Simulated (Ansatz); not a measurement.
C2H8BNSi (`N[SiH]1BCC1`) at its PBE0-D4/def2-TZVP geometry, where that method's forces vanish. Charge 0, multiplicity 1.

```csv
atom,x (Å),y (Å),z (Å)
N1,0.9289,2.0319,0.9164
Si2,0.5486,0.6878,-0.0760
B3,-1.1966,0.2179,-0.9587
C4,-0.7868,-1.2815,-0.6834
C5,0.1551,-1.0789,0.5366
H6,0.2961,2.3892,1.6111
H7,1.8790,2.3101,1.0924
H8,1.6666,0.5786,-1.0604
H9,-2.2281,0.6474,-1.3813
H10,-0.2014,-1.6118,-1.5564
H11,-1.5819,-2.0236,-0.5600
H12,0.9496,-1.8169,0.6594
H13,-0.4292,-1.0502,1.4604
```

(1) For each bond, give half the difference of the two atoms' forces along it (eV/Å; positive pushes the atoms apart) under PBE-D4, r2SCAN-D4, B3LYP-D4, ωB97M-V in def2-TZVPP. (An estimate is asked.)

## Answers

(1) The calculation gave: 
| bond | length (Å) | PBE-D4 | r2SCAN-D4 | B3LYP-D4 | ωB97M-V |
| --- | --- | --- | --- | --- | --- |
| N1–Si2 | 1.713 | 0.05 | 0.01 | 0.06 | 0.12 |
| N1–H6 | 1.005 | 0.20 | 0.02 | -0.02 | -0.03 |
| N1–H7 | 1.006 | 0.18 | 0.01 | 0.00 | -0.03 |
| Si2–B3 | 2.011 | -0.10 | 0.01 | 0.08 | 0.03 |
| Si2–C5 | 1.911 | 0.05 | 0.05 | 0.10 | -0.03 |
| Si2–H8 | 1.494 | 0.09 | -0.02 | -0.14 | -0.15 |
| B3–C4 | 1.579 | -0.04 | 0.02 | 0.10 | 0.10 |
| B3–H9 | 1.195 | 0.07 | -0.04 | -0.16 | -0.16 |
| C4–C5 | 1.555 | 0.03 | 0.16 | 0.26 | 0.21 |
| C4–H10 | 1.102 | 0.13 | -0.04 | -0.09 | -0.07 |
| C4–H11 | 1.095 | 0.13 | -0.02 | -0.12 | -0.14 |
| C5–H12 | 1.091 | 0.07 | -0.05 | -0.11 | -0.10 |
| C5–H13 | 1.093 | 0.08 | -0.05 | -0.09 | -0.06 |

B3LYP here is the variant with VWN-RPA as its local correlation; programs differ in this.

Results of the Gaussian-basis code of Ansatz.
